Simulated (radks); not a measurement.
The numbers below are computed, except where a source is named.
Sb+, configuration [Kr] 4d10 5s1 5p3 (not the ground configuration). Code: a radial shooting solver on a logarithmic mesh with Libxc functionals. Model: scalar-relativistic Kohn-Sham, r2SCAN, spin-unpolarised, spherical densities, finite nucleus; meta-GGA in the generalised Kohn-Sham scheme; Fermi nuclear charge, rms radius 4.6802 fm.

Unscreened Slater integrals over Kohn-Sham orbitals (cm^-1).

integral,value
"F0(5p,5p)",75284
"F2(5p,5p)",40486
"F0(5p,5s)",81905
"G1(5p,5s)",53661
"F0(5p,4d)",94767
"F2(5p,4d)",24851
"G1(5p,4d)",8145.1
"G3(5p,4d)",7260.1
"F0(5p,4p)",96330
"F2(5p,4p)",20344
"G0(5p,4p)",3768.2
"G2(5p,4p)",4806.7
"F0(5s,5s)",91272
"F0(5s,4d)",112220
"G2(5s,4d)",14318
"F0(5s,4p)",114760
"G1(5s,4p)",7372.8
"F0(4d,4d)",193930
"F2(4d,4d)",97764
"F4(4d,4d)",64566
"F0(4d,4p)",210290
"F2(4d,4p)",106240
"G1(4d,4p)",134930
"G3(4d,4p)",83283
"F0(4p,4p)",231420
"F2(4p,4p)",121720

Derived for the open shells (J is the average intra-shell exchange parameter used in DFT+U). 5p: J = F2/5 = 8097 cm^-1.
